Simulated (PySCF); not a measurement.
Computed shifts of a molecule C3H9B, PBE0/pcSseg-1 run with PySCF, GIAO, gas phase, equivalent atoms averaged, in ppm (number of nuclei): ¹³C: 18.7 (3). ¹H: 1.20 (9). References: ¹¹B against BF3 (σ = 88.8 ppm); ¹³C against TMS (σ = 186.3 ppm); ¹H against TMS (σ = 31.56 ppm), references at their B3LYP-D3(BJ)/def2-TZVP geometries, non-relativistic. Geometry optimised at B3LYP-D3(BJ)/def2-SVP. One conformer was computed; it need not be the lowest.

Identify the compound among the candidates.
A. BC(C)C
B. CB(C)C
C. CBCC
D. BCCC

B, CB(C)C
